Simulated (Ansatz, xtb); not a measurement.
System: BF, charge 1, multiplicity 2. SMILES of the parent species: [B]F
Coordinates optimised at B3LYP-D3(BJ)/def2-TZVP (Ansatz, a program for electronic structure):
```
B
F 1 1.2149
```
Charge +1, spin multiplicity 2.

Harmonic wavenumbers from GFN2-xTB (xtb, at its own minimum), cm⁻¹: 1844.

Question: Give the harmonic wavenumbers at B3LYP-D3(BJ)/def2-TZVP (Ansatz, finite differences of forces, unscaled).

Answer: 1699 cm⁻¹. Zero-point energy 2.4 kcal/mol.

Question: From these and the geometry, give the ideal-gas thermochemistry at 298.15 K and 1 atm (rigid rotor, harmonic oscillator).

Answer: Point group C∞v, rotational symmetry number 1. Rotational constants 49.7, 49.7 GHz. S(trans) 36.11, S(rot) 11.58, S(vib) 0.01, S(elec, spin only) 1.38, S 49.1 cal/(mol K). H(298) - H(0) 2.08 kcal/mol; G - E(el) -10.1 kcal/mol.
